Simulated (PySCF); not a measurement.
C4H9Cl, SMILES CCCCCl.

Geometry: PBE-D3(BJ)/def2-SVP. Other conformers were not sampled.

These are PBE/def2-TZVP (PySCF) values and carry that method's errors.

The molecule is in vacuum.

Computed frontier levels, gap, dipole moment and polarisability:
The highest occupied level is -6.82 eV, the lowest empty level is -0.29 eV and the orbital gap is 6.53 eV. The dipole moment is 1.95 D and the quadrupole, principal values (traceless, Buckingham form, about the centre of nuclear charge) is -4.82, 0.98, 3.84 D·Å. The mean static polarisability comes out as 64.6 bohr³ (9.57 Å³) and the polarisability, principal values is 55.4, 62.7, 75.7 bohr³.
